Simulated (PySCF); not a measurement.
**How methods differ on the excitation energy of Zr**

Zr [Kr] 4d2 5s2 (3F) → Zr [Kr] 4d4 (5D), as a difference of total energies. All numbers are calculated (PySCF 2.14, scalar relativity by spin-free X2C-1e, in x2c-QZVPPall). Correlated levels: valence: [Kr] frozen; valence and next inner shell: [Ar] 3d10 frozen. The calculations carry no spin-orbit coupling.

| method | excitation energy (eV) |
| --- | --- |
| UHF | 2.501 |
| LDA | 1.923 |
| PBE | 1.802 |
| PBE0 | 1.917 |
| r2SCAN | 1.865 |
| BLYP | 2.292 |
| M06-2X | 2.923 |
| TPSS | 1.921 |
| MP2 (valence) | 2.692 |
| SCS-MP2 (valence) | 3.380 |
| MP2 (valence and next inner shell) | 2.504 |
| SCS-MP2 (valence and next inner shell) | 3.130 |

A first-order spin-orbit estimate (lowest level to lowest level, LS coupling) adds 0.044 eV.
